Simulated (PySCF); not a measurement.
Numbering as in the mapped SMILES `[CH3:1][CH2:2][O:3]/[C:4]([O:5][CH3:6])=[C:7](\[CH3:8])[CH2:9][F:10]` (H(Xn): hydrogen on atom n).

- NMR shieldings at PBE0/pcSseg-1/GIAO
- GFN2-xTB structure
- code: PySCF 2.14.0 with density-fitted response routines
- no solvent model, equivalent nuclei averaged, single conformer, relativity neglected

Chemical shifts δ = σref − σ; TMS for ¹³C (σ = 186.93 ppm), all at this level.

Do the ¹³C shifts follow the atomic charges (in e)? Tabulate both.

## Answers


| atoms | hybridisation | δ (ppm) | σ para (ppm) | Hirshfeld | IAO | Mulliken | ESP-fitted |
| --- | --- | --- | --- | --- | --- | --- | --- |
| C4 | sp2 | 164.9 | -234 | +0.13 | +0.34 | +0.51 | -0.04 |
| C7 | sp2 | 107.1 | -183 | -0.05 | -0.09 | -0.52 | +0.18 |
| C9 | sp3 | 84.0 | -137 | +0.01 | +0.04 | +0.29 | +0.03 |
| C2 | sp3 | 67.2 | -127 | +0.01 | -0.05 | +0.00 | +0.29 |
| C6 | sp3 | 57.1 | -116 | -0.04 | -0.21 | -0.03 | +0.03 |
| C1 | sp3 | 17.5 | -78 | -0.12 | -0.42 | -0.28 | -0.45 |
| C8 | sp3 | 14.2 | -74 | -0.13 | -0.43 | -0.13 | -0.40 |

Correlation coefficients of δ with charge over these carbons: Hirshfeld +0.91, IAO +0.95, Mulliken +0.52, ESP-fitted +0.56; with the paramagnetic shielding -0.99. Among the 5 sp3 carbons alone: Hirshfeld +0.98, IAO +0.99, Mulliken +0.89, ESP-fitted +0.88. With so few points, grouped by hybridisation, these coefficients are fragile. Charge is one influence among several: hybridisation and low-lying excitations act through the paramagnetic term.

Shifts are as computed. Against solution values, carbons near 30 ppm lie about +3 ppm off and those near 130 ppm about +5 ppm. Of 1309 compounds with measured shifts, 239 miss one by over three times the rms of a fit or turn the order of signals round; such compounds aren't used in these exercises.
